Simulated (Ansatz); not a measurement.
Relaxation of AlGeH$_{5}$OSi (9 atoms, charge 0, multiplicity 1), to a largest force component of 0.02 eV/Å in at most 50 steps.

All numbers below come from Ansatz, RKS PBE0/def2-SVP.

```xyz
9
Properties=species:S:1:pos:R:3
O -1.407 0.207 -0.315
Si -0.072 1.204 -0.719
Al 1.448 -0.118 0.409
Ge -0.653 -1.019 0.702
H 0.169 1.220 -2.187
H -0.185 2.568 -0.137
H 2.883 -0.782 -0.038
H -0.857 -2.416 0.062
H -1.237 -0.911 2.206
```

Q: Where does it end, and by what steps?

A: The run converged. After 7 steps the energy has fallen by 0.945 eV; H7 moved furthest, 0.51 Å.

```tsv
step	energy less start (eV)	largest force component (eV/Å)	accepted
0	0.0000	2.909	yes
1	-0.7850	0.913	yes
2	-0.9012	0.550	yes
3	-0.9358	0.430	yes
4	-0.9444	0.068	yes
5	-0.9437	0.064	no
6	-0.9449	0.059	yes
7	-0.9451	0.005	yes
```

```xyz
9
Properties=species:S:1:pos:R:3
O -1.246 0.273 -0.176
Si -0.046 1.263 -0.812
Al 1.624 -0.276 0.155
Ge -0.635 -1.183 0.757
H -0.150 1.372 -2.304
H -0.134 2.660 -0.273
H 3.161 -0.635 0.365
H -1.253 -2.434 0.089
H -1.233 -1.085 2.181
```

Whether the end is a true minimum wasn't checked by a vibrational analysis.

The run took 21 s on 2 threads of AMD EPYC 7R43 64-Core Processor (Zen 3) (shared host), peak memory 0.28 GiB.
